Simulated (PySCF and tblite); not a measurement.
Results of a calculation; reference values are marked as such.
3 regioisomers of C₆H₅BrO:

```
isomer                                              SMILES
     A  [OH:1][c:2]1[cH:3][cH:4][cH:5][c:6]([Br:7])[cH:8]1
     B    [OH:1][c:2]1[cH:3][cH:4][cH:5][cH:6][c:7]1[Br:8]
     C  [OH:1][c:2]1[cH:3][cH:4][c:5]([Br:6])[cH:7][cH:8]1
```

Each isomer is a Boltzmann average at 298.15 K over at most 3 conformers: GFN2-xTB geometries, energies PBE0/pcSseg-1 (D3(BJ) added where defined), GFN2-xTB thermal terms. Programs: PySCF with density fitting and tblite.

(1) Rank the isomers by free energy at 298.15 K.

The search found a single conformer for at least one isomer; other rotamers may be missing.

Results:

(1) 
```
isomer  ΔG (kcal/mol)  ΔE, lowest conformer  conformers  largest weight %  rms dipole (D)
     B            0.0                   0.0           2               100            0.91
     A            1.6                   2.1           2                53            2.21
     C            2.4                   2.4           1               100            2.40
```
